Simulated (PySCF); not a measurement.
**C₆ coefficients of unlike pairs at PBE**

Calculated with PySCF 2.14 from the dipole response of each species, C₆(A,B) = (3/π) ∫ α_A(iu) α_B(iu) du, in atomic units, from isotropic polarisabilities. For ions this is the dispersion term alone; charge-induced terms of lower order in 1/R come first.

```tsv
species	configuration	basis	relativity	α (bohr³)	C₆ (like pair)
Al³⁺	[Ne] (1S)	aug-cc-pCVQZ-DK (10s9p7d5f3g)	spin-free X2C	0.2782	0.2586
Mg²⁺	[Ne] (1S)	aug-cc-pCVTZ-DK with one added diffuse shell each of s, p, d, f type (9s8p6d4f)	spin-free X2C	0.4654	0.5340
O	[He] 2s2 2p4 (3P)	aug-cc-pVTZ with one added diffuse shell each of s, p, d, f type (6s5p4d3f)	none	5.986	18.10
Cu⁺	[Ar] 3d10 (1S)	aug-cc-pVDZ-DK (7s6p4d2f)	spin-free X2C	7.480	22.92
```

(1) Estimate C₆ for Cu⁺ with O.

No spin-orbit coupling is included.

The other pairs:

| pair | C₆ |
| --- | --- |
| O, Mg²⁺ | 2.488 |
| Cu⁺, Mg²⁺ | 2.959 |
| Cu⁺, Al³⁺ | 1.926 |
| Mg²⁺, Al³⁺ | 0.3689 |
| O, Al³⁺ | 1.591 |

Answers

(1) The integral gives 20.18. The combination rule 2 C_A C_B / (C_A α_B/α_A + C_B α_A/α_B) gives 20.26 and the geometric mean 20.37.
